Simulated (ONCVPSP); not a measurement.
**Scattering properties, ONCV potential for fluorine**

- Element: fluorine
- Generator: ONCVPSP 4.0.1
- Type: optimised norm-conserving Vanderbilt (ONCV)
- Functional: BLYP
- Relativity: scalar-relativistic
- Frozen core: [He]
- Valence charge: 7
- Reference configuration: 2s1 2p6
- Partial waves: 2s: rc 0.70 bohr, ncon 4, nbas 7, qcut 12.1 1/bohr, 1 projector; 2p: rc 1.40 bohr, ncon 3, nbas 6, qcut 12.1 1/bohr, 2 projectors, debl 1.7 Ha; d scattering state at 0.26 Ha: rc 1.15 bohr, ncon 4, nbas 9, qcut 7.2 1/bohr, 2 projectors, debl 0.7 Ha
- Local potential: polynomial inside 0.65 bohr (lpopt 5, dvloc0 0 Ha)
- Core correction: none

The phase is arctan(r·R′/R) of the radial function R(r), unwrapped; energies in Ha, scanned from -3 to 5 Ha. A pole is an energy at which the radial function vanishes at the test radius. The pseudo phase is shifted by a multiple of π to meet the all-electron one at the reference energy, and phase errors are pseudo minus all-electron; the curves can meet again beyond the range given. Levels narrower than the energy grid can be missing from the lists of poles.

| channel | radius (bohr) | reference energy (Ha) | poles, all-electron | poles, pseudo | unbroken range about the reference energy with phases within 0.05 rad | phase error 1 Ha above the reference energy (rad) |
| --- | --- | --- | --- | --- | --- | --- |
| s | 0.71 | -1.11 | none | none | the whole range | -0.001 |
| p | 1.42 | -0.42 | 0.35 | 0.35 | the whole range | -0.000 |
| d | 1.16 | 0.26 | none | none | the whole range | +0.000 |

Phases in the p channel:

```json
{"E (Ha)": "-2.98", "all-electron": "1.124", "pseudo": "1.124"}
{"E (Ha)": "-2.76", "all-electron": "1.092", "pseudo": "1.092"}
{"E (Ha)": "-2.54", "all-electron": "1.052", "pseudo": "1.052"}
{"E (Ha)": "-2.32", "all-electron": "1.003", "pseudo": "1.003"}
{"E (Ha)": "-2.10", "all-electron": "0.938", "pseudo": "0.938"}
{"E (Ha)": "-1.88", "all-electron": "0.850", "pseudo": "0.850"}
{"E (Ha)": "-1.66", "all-electron": "0.726", "pseudo": "0.726"}
{"E (Ha)": "-1.44", "all-electron": "0.540", "pseudo": "0.539"}
{"E (Ha)": "-1.22", "all-electron": "0.253", "pseudo": "0.253"}
{"E (Ha)": "-1.00", "all-electron": "-0.156", "pseudo": "-0.156"}
{"E (Ha)": "-0.78", "all-electron": "-0.605", "pseudo": "-0.605"}
{"E (Ha)": "-0.56", "all-electron": "-0.960", "pseudo": "-0.960"}
{"E (Ha)": "-0.34", "all-electron": "-1.198", "pseudo": "-1.198"}
{"E (Ha)": "-0.12", "all-electron": "-1.358", "pseudo": "-1.358"}
{"E (Ha)": "0.10", "all-electron": "-1.472", "pseudo": "-1.472"}
{"E (Ha)": "0.32", "all-electron": "-1.560", "pseudo": "-1.560"}
{"E (Ha)": "0.54", "all-electron": "-1.633", "pseudo": "-1.633"}
{"E (Ha)": "0.76", "all-electron": "-1.699", "pseudo": "-1.699"}
{"E (Ha)": "0.98", "all-electron": "-1.760", "pseudo": "-1.760"}
{"E (Ha)": "1.20", "all-electron": "-1.823", "pseudo": "-1.823"}
{"E (Ha)": "1.42", "all-electron": "-1.890", "pseudo": "-1.890"}
{"E (Ha)": "1.64", "all-electron": "-1.967", "pseudo": "-1.967"}
{"E (Ha)": "1.86", "all-electron": "-2.058", "pseudo": "-2.058"}
{"E (Ha)": "2.08", "all-electron": "-2.173", "pseudo": "-2.173"}
{"E (Ha)": "2.30", "all-electron": "-2.324", "pseudo": "-2.325"}
{"E (Ha)": "2.52", "all-electron": "-2.527", "pseudo": "-2.528"}
{"E (Ha)": "2.74", "all-electron": "-2.796", "pseudo": "-2.796"}
{"E (Ha)": "2.96", "all-electron": "-3.119", "pseudo": "-3.120"}
{"E (Ha)": "3.18", "all-electron": "-3.446", "pseudo": "-3.447"}
{"E (Ha)": "3.40", "all-electron": "-3.722", "pseudo": "-3.723"}
{"E (Ha)": "3.62", "all-electron": "-3.930", "pseudo": "-3.930"}
{"E (Ha)": "3.84", "all-electron": "-4.082", "pseudo": "-4.082"}
{"E (Ha)": "4.06", "all-electron": "-4.194", "pseudo": "-4.194"}
{"E (Ha)": "4.28", "all-electron": "-4.278", "pseudo": "-4.279"}
{"E (Ha)": "4.50", "all-electron": "-4.344", "pseudo": "-4.345"}
{"E (Ha)": "4.72", "all-electron": "-4.397", "pseudo": "-4.397"}
{"E (Ha)": "4.94", "all-electron": "-4.440", "pseudo": "-4.440"}
```
